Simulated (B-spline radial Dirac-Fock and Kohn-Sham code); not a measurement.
# Form factor and incoherent scattering function of Ga²⁷⁺

System: Ga²⁷⁺, configuration [He] 2s2.

The run's input, task.json:

```json
{"items": [{
  "Z": 31,
  "q": 27,
  "cfg": [[1, 0, 2], [2, 0, 2]],
  "A": 69,
  "rrms": 3.9973,
  "do": ["scatter"],
  "s": [0.0, 0.05, 0.1, 0.15, 0.2, 0.25, 0.3, 0.35, 0.4, 0.45, 0.5, 0.6, 0.7, 0.8, 0.9, 1.0, 1.1, 1.2, 1.4, 1.6, 1.8, 2.0, 2.5, 3.0, 3.5, 4.0, 5.0, 6.0],
  "pz": [0, 0.1, 0.2, 0.3, 0.4, 0.5, 0.6, 0.8, 1.0, 1.2, 1.4, 1.6, 1.8, 2.0, 2.5, 3.0, 4.0, 5.0, 7.0, 10.0, 15.0, 20.0, 30.0, 40.0, 60.0, 100.0],
  "hv_scatter": [5000, 8047.8, 17479.3, 20000, 30000, 50000, 500000, 1000000]
}]}
```

Command: `python xray_run.py task.json out`

The computed values come from a B-spline atomic structure program: relativistic Hartree-Fock (Dirac-Fock) wave functions, averaged over the configuration. f₀ is the Fourier transform of the spherical electron density, S the Waller-Hartree incoherent function, and s = sin θ/λ.

```csv
s (Å⁻¹),f₀,S
0,4.000,0.000
0.05,3.998,0.004
0.1,3.993,0.015
0.15,3.984,0.033
0.2,3.971,0.058
0.25,3.954,0.090
0.3,3.935,0.129
0.35,3.912,0.173
0.4,3.885,0.224
0.45,3.856,0.279
0.5,3.823,0.340
0.6,3.750,0.472
0.7,3.666,0.618
0.8,3.574,0.771
0.9,3.475,0.929
1,3.370,1.086
1.1,3.261,1.239
1.2,3.150,1.386
1.4,2.925,1.652
1.6,2.705,1.875
1.8,2.498,2.053
2,2.309,2.193
2.5,1.932,2.427
3,1.680,2.589
3.5,1.517,2.738
4,1.405,2.885
5,1.232,3.163
6,1.066,3.399
```

f₀ starts at the number of electrons, 4, and has fallen to half at s ≈ 2.41 Å⁻¹. The sum of ⟨r²⟩ over the electrons is 0.09982 bohr².
